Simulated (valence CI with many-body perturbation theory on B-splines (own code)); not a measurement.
Forbidden lines of Ni7+

Computed by configuration interaction combined with many-body perturbation theory (CI+MBPT): three valence electrons over a frozen Dirac-Fock core [Ar], a basis of 9 s, 9 p, 10 d, 8 f, 5 g, 3 h, 1 i functions for each j, with the one-electron correlation potential Σ1 (screened to all orders), the two-electron term Σ2, the three-electron term Σ3, Breit, model QED; selected single and double excitations, second order for the rest, scaled by the run's own slope (own B-spline code, finite nucleus).

Against 6 measured levels this calculation errs by 360 cm⁻¹ on average and by 837 at most. These come from a selection out of Corliss and Sugar, J. Phys. Chem. Ref. Data 10, 197 (1981). Levels without a partner in it may be off by more, other configurations by 1,000 to 8,000 cm⁻¹. The list stops below the first excitations out of the core. Only levels of the ground parity were solved; by the run's estimate the other parity begins above the list, which can be wrong where configurations are misplaced.

Lines 1 to 50 of 88 in falling wavelength, among levels below 395430 cm⁻¹, chosen from the decays that carry over 1 % of a level's rate. Wavelengths and rates use the calculated energies, so an error of 400 cm⁻¹ moves a line at 4567 Å by 1.8 % and its rate by three times that or more. Electric multipoles are in the length gauge, E1 and E2 with the static RPA response of the core. Weak lines are less certain than strong ones. Lines between different terms over intervals too small for the method are left out, as are lines whose strength nearly cancels and 1 of this kind that miss the measured wavelength by over 7 %. The highest levels of a list are the least certain. Branching is blank where the lifetime is uncertain.

Names give the largest LS component (configuration and term), which can be under half, so a name can repeat, a term be missing and a line seem to break the LS rules; names also repeat where a configuration has a term twice. Letters in brackets count levels of one name in rising energy.

```tsv
λ vac (Å)	λ from measured levels	Upper	Lower	Type	A (s⁻¹)	Branch %
1.060e+05	98810	3d3 4F_5/2	3d3 4F_3/2	M1	3.63e-02	100.0
81600	85320	3d3 4F_7/2	3d3 4F_5/2	M1	7.99e-02	100.0
69430	65060	3d3 4F_9/2	3d3 4F_7/2	M1	8.07e-02	100.0
28200		3d3 2D_3/2 [a]	3d3 2P_1/2	M1	1.93e-01	3.6
27280		3d3 2D_5/2 [a]	3d3 2P_3/2	M1	2.60e-01	5.1
23930		3d3 2D_3/2 [a]	3d3 2P_3/2	M1	5.53e-01	10.2
13160		3d3 2P_3/2	3d3 4P_5/2	M1	2.93e-01	5.6
11770		3d3 2H_9/2	3d3 2G_9/2	M1	7.34e-01	55.3
11200		3d3 2P_3/2	3d3 4P_3/2	M1	7.96e-01	15.2
10880		3d3 2P_3/2	3d3 4P_1/2	M1	3.41e-01	6.5
10850		3d3 2H_11/2	3d3 2G_9/2	M1	4.38e-01	97.2
10370		3d3 2H_9/2	3d3 2G_7/2	M1	4.91e-01	37.0
10180		3d3 2P_1/2	3d3 4P_1/2	M1	1.43e+00	98.3
8875		3d3 2D_5/2 [a]	3d3 4P_5/2	M1	2.29e-01	4.5
8489		3d3 2D_3/2 [a]	3d3 4P_5/2	M1	7.12e-01	13.1
7480		3d3 2D_3/2 [a]	3d3 4P_1/2	M1	6.47e-02	1.2
4787		3d3 2F_7/2	3d3 2D_5/2 [a]	M1	3.97e-02	1.3
4643		3d3 2F_5/2	3d3 2D_5/2 [a]	M1	1.10e-01	5.0
4613		3d3 2F_7/2	3d3 2H_11/2	E2	6.70e-02	2.1
4567	4774	3d3 4P_5/2	3d3 4F_9/2	E2	6.12e-02	38.9
4543	4646	3d3 4P_3/2	3d3 4F_7/2	E2	4.36e-02	28.7
4543		3d3 2G_7/2	3d3 4F_9/2	M1	4.38e-02	2.3
4353	4495	3d3 4P_1/2	3d3 4F_5/2	E2	4.28e-02	34.2
4338		3d3 2F_5/2	3d3 2H_9/2	E2	9.51e-02	4.3
4318		3d3 2G_9/2	3d3 4F_9/2	M1	2.21e+00	69.8
4303	4406	3d3 4P_3/2	3d3 4F_5/2	E2	4.13e-02	27.2
4303	4406	3d3 4P_3/2	3d3 4F_5/2	M1	1.70e-02	11.2
4285	4447	3d3 4P_5/2	3d3 4F_7/2	E2	2.69e-02	17.1
4285	4447	3d3 4P_5/2	3d3 4F_7/2	M1	1.52e-02	9.7
4264		3d3 2G_7/2	3d3 4F_7/2	M1	9.52e-01	49.3
4181	4299	3d3 4P_1/2	3d3 4F_3/2	E2	7.98e-02	63.8
4181	4299	3d3 4P_1/2	3d3 4F_3/2	M1	2.40e-03	1.9
4135	4218	3d3 4P_3/2	3d3 4F_3/2	M1	3.30e-02	21.7
4135	4218	3d3 4P_3/2	3d3 4F_3/2	E2	1.67e-02	11.0
4071	4227	3d3 4P_5/2	3d3 4F_5/2	M1	7.94e-03	5.0
4071	4227	3d3 4P_5/2	3d3 4F_5/2	E2	7.74e-03	4.9
4065		3d3 2G_9/2	3d3 4F_7/2	M1	9.37e-01	29.6
4052		3d3 2G_7/2	3d3 4F_5/2	M1	9.35e-01	48.4
3967		3d3 2F_5/2	3d3 2P_3/2	M1	2.89e-02	1.3
3237		3d3 2F_7/2	3d3 2G_9/2	M1	4.01e-01	12.8
3237		3d3 2F_7/2	3d3 2G_9/2	E2	1.48e-01	4.8
3159		3d3 2H_9/2	3d3 4F_9/2	M1	6.30e-02	4.8
3130		3d3 2D_5/2 [b]	3d3 2F_5/2	M1	2.25e+00	6.8
3121		3d3 2F_7/2	3d3 2G_7/2	M1	9.47e-01	30.3
3109		3d3 2P_3/2	3d3 4F_5/2	M1	2.32e+00	44.3
3089		3d3 2H_11/2	3d3 4F_9/2	M1	7.48e-03	1.7
3075		3d3 2D_3/2 [b]	3d3 2F_5/2	M1	1.42e+00	
3075		3d3 2D_3/2 [b]	3d3 2F_5/2	E2	6.49e-01	
3068		3d3 2D_5/2 [b]	3d3 2F_7/2	M1	1.33e+00	4.0
3068		3d3 2D_5/2 [b]	3d3 2F_7/2	E2	6.58e-01	2.0
```
